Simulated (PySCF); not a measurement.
Start geometry of `C(C1CCCC1)[AsH2]` from GFN2-xTB (Å):
```
atom  x, y, z in Å
As1   -2.180    0.675    0.918
C2    -1.623   -0.384   -0.654
C3    -0.126   -0.415   -0.873
C4     0.660   -1.157    0.264
C5     1.841   -0.307    0.591
C6     1.306    1.118    0.405
C7     0.523    0.998   -0.890
H8    -2.109   -0.412    1.912
H9    -3.651    0.371    0.722
H10   -2.005   -1.402   -0.554
H11   -2.096    0.069   -1.524
H12    0.097   -0.914   -1.812
H13    0.870   -2.165   -0.027
H14   -0.041   -1.211    1.153
H15    2.646   -0.504   -0.107
H16    2.217   -0.467    1.616
H17    2.098    1.876    0.352
H18    0.627    1.369    1.241
H19   -0.260    1.764   -0.964
H20    1.157    1.112   -1.741
```

What comes out of this run: PBE0-D3(BJ)/def2-SVP geometry optimisation, gas phase (PySCF 2.14.0)?

```
atom  x, y, z in Å
As1   -2.2541    0.5288    0.9217
C2    -1.5725   -0.4756   -0.6574
C3    -0.0507   -0.5023   -0.7615
C4     0.6550   -1.2267    0.4026
C5     1.9866   -0.5002    0.5662
C6     1.5915    0.9582    0.3512
C7     0.6171    0.8982   -0.8294
H8    -2.2971   -0.6546    1.8847
H9    -3.7224    0.3411    0.5524
H10   -1.9867   -1.4946   -0.6494
H11   -2.0001    0.0400   -1.5326
H12    0.1882   -1.0438   -1.6930
H13    0.7546   -2.3092    0.2295
H14    0.0693   -1.1075    1.3312
H15    2.6945   -0.8191   -0.2191
H16    2.4698   -0.6890    1.5371
H17    2.4458    1.6292    0.1745
H18    1.0689    1.3290    1.2501
H19   -0.1214    1.7153   -0.8032
H20    1.1656    1.0051   -1.7788
```

The energy falls by 4.3 kcal/mol over 12 energy and gradient evaluations, the largest force component goes from 0.0424 to 4.2e-04 Eh/bohr, and the atoms move by 0.196 Å rms after alignment. The bond that changes most is As1–H8 (ends: arsenic bonded to C and 2 H; hydrogen on arsenic), which lengthens by 0.052 Å. Bonds longer at the end by more than 0.005 Å: 12 of 20; shorter: 3. Among the angles that change most is C3–C4–H14, from 106.3° to 110.0°. Among the dihedrals that turn most is C2–C3–C7–C6, from 108° to 122°. Rotational constants go from 3250, 1043, 993.1 to 3379, 946.1, 920.4 MHz. The orientation of the end geometry is arbitrary; only internal coordinates are fixed.

The run used 181 basis functions and 71 SCF cycles in all.

No PBE0-D3(BJ)/def2-SVP frequencies stand behind this structure, so it isn't proved a minimum. The numbers are those of one conformer.
